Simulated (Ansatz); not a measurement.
A calculation with Ansatz (development build ahead of 0.2.0).

```yaml
crystal:
  periodic: [false, false, false]
  atoms:
    - { symbol: Co, position_ang: [0.0, 0.0, 0.0] }
    - { symbol: Ti, position_ang: [0.0, 0.0, 2.47] }
basis:
  gaussian: { orbitals: pcseg-2 }
magnetization:
  initial_magnetization: 3
hamiltonian:
  xc: pbe0
```

The input is written out in the form of the current development build from the run's settings.

Output:

```yaml
Converged: yes
Total_energy: -2231.68779 hartree
Spin_squared_of_the_determinant: 3.750
Stability_test: minimum among restricted orbitals
```

Caution: no unrestricted run beside it, a lower state can exist; other spin multiplicities were not run.
